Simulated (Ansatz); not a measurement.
C2H5NSi, SMILES `CC1=N[SiH2]1` from Hartree–Fock to CCSD(T)

```xyz
9

C    -0.5558   -1.1828    0.7587
C     0.0109   -0.1541   -0.1373
N     0.4224   -0.2167   -1.3433
Si    0.5936    1.4412   -0.6887
H     0.0636   -1.2764    1.6540
H    -1.5517   -0.8789    1.0898
H    -0.6140   -2.1464    0.2475
H     1.9548    1.9303   -0.3871
H    -0.3237    2.4837   -1.1936
```

Total charge 0; spin multiplicity 1. The geometry is a stationary point of PBE0-D4/def2-TZVP. Frozen core, restricted reference, the Gaussian-basis code of Ansatz. CBS rows extrapolate triple and quadruple zeta; past MP2 they add the triple-zeta difference.

| basis | HF (Eh) | MP2 corr. | CCSD corr. | (T) | CCSD(T) total |
| --- | --- | --- | --- | --- | --- |
| def2-SVP | -421.77675 | ? | ? | ? | ? |
| def2-TZVPP | -422.03669 | -0.64562 | -0.67665 | -0.03232 | -422.74566 |
| def2-QZVPP | -422.05211 | -0.68870 | – | – | – |
| CBS(def2) | -422.05424 | -0.72060 | ? | as TZ | ? |

(1) Fill in the withheld values. (Best estimate.)

Results:

(1) Ansatz gave: def2-SVP MP2 corr.: -0.52937; def2-SVP CCSD corr.: -0.56790; def2-SVP (T): -0.02182; def2-SVP CCSD(T) total: -422.36647; CBS(def2) CCSD corr.: -0.75163; CBS(def2) CCSD(T) total: -422.83819.
